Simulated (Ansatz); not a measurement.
`Br[SiH](Br)Br`. Total charge 0; spin multiplicity 1.

(1) What are the harmonic wavenumbers in cm⁻¹ at PBE0-D4/def2-TZVP (Ansatz, finite differences of forces, unscaled)? (Estimate.)

(2) Is this a minimum?

(3) Give the ideal-gas thermochemistry at 298.15 K and 1 bar (rigid rotor, harmonic oscillator; point group C3v, symmetry number 3).

(4) And at 400, 500, 600, 800 and 1000 K?

(5) Rotational constants (cm⁻¹)?

Answers

(1) Computed: 106, 106, 166, 362, 482, 482, 765, 765, 2291.

(2) Yes, all 9 modes are real.

(3) Zero-point energy 33.1 kJ/mol; H(298) − E = 51.0 kJ/mol; entropy 350.0 J/(mol·K), of which translation 178.6, rotation 120.5, vibration 50.9; G(298) − E = -53.3 kJ/mol.

(4) 
```csv
T (K),H − E (kJ/mol),S (J/mol/K),G − E (kJ/mol)
400,59.6,374.7,-90.3
500,68.6,394.7,-128.8
600,77.9,411.7,-169.1
800,97.2,439.4,-254.4
1000,117.1,461.6,-344.5
```

(5) 0.0315, 0.0315, 0.01628.
